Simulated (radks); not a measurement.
Be II, 3 electrons, occupied as [He] 2s1 (the NIST ground configuration). Calculated with a radial shooting solver on a logarithmic mesh with Libxc functionals: non-relativistic Kohn-Sham, PBE, spin-polarised, spherical densities, point nucleus; open shells are filled with parallel spins first; hard spherical wall at 5 bohr.

Unscreened Slater integrals over Kohn-Sham orbitals (eV). They are taken over the spin-up orbitals. Empty in this configuration: 2p.

F0(2s,2s): 11.571
F0(2s,1s): 15.905
G0(2s,1s): 1.2233
F0(2s,2p): 11.627
G1(2s,2p): 7.4980
F0(1s,1s): 61.322
F0(1s,2p): 15.838
G1(1s,2p): 1.5093
F0(2p,2p): 11.746
F2(2p,2p): 5.7915
